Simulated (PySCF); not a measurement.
SMILES [CH2](C)[GeH]([F])[F], singlet at its PBE0/def2-SVP optimised geometry (Å):

```
11

Ge    -1.4135     0.3485     0.0000
F     -1.9612    -0.5738     1.3655
F     -1.9539    -0.5731    -1.3690
C      0.5187     0.3485     0.0000
C      1.0987    -1.0611    -0.0606
H     -2.1991     1.6643     0.0000
H      0.8441     0.9591    -0.8588
H      0.8441     0.8841     0.9074
H      0.7768    -1.5856    -0.9726
H      2.1991    -1.0363    -0.0560
H      0.7724    -1.6643     0.7998
```

Computed with PBE0/def2-TZVP (PySCF 2.14.0). Cells within 0.4 Å of a nucleus heavier than hydrogen are left out (blank, or x).

Map of the log10 of the electron density (e/bohr³), floored at −4 on the plane z = 0.0 Å:

```
|00000000000000000000000000000|
|00000000000000000000000000000|
|00000000000000000000000000000|
|00000000000000000000000000000|
|00000112111000000000000000000|
|00001233322110000000000000000|
|00012344443221111110000000000|
|00123455554322222221100000000|
|00124567765433334332210000000|
|00134578766544455543210000000|
|00134567776655566654321000000|
|00124567788766677765421000000|
|001234568xx9777xx765432100000|
|001234569xx9777xx765432110000|
|000134568xx87778x776543320000|
|00013455677766677776655421000|
|00012345566555677877776432000|
|00012344555444567xx8886532100|
|00001234444334567xx7776532100|
|00001223333234567777665432000|
|00000112222223456666554321000|
|00000000111123445554433210000|
|00000000000012334443322100000|
|00000000000001222322110000000|
|00000000000000011111000000000|
|00000000000000000000000000000|
|00000000000000000000000000000|
|00000000000000000000000000000|
|00000000000000000000000000000|
```
Scale: ten equal steps from -4.00 (start of '0') to 0.225 (end of '9'), in the order '0123456789'; x runs from -4.50 to 4.50, y from -4.50 (bottom) to 4.50 (top).
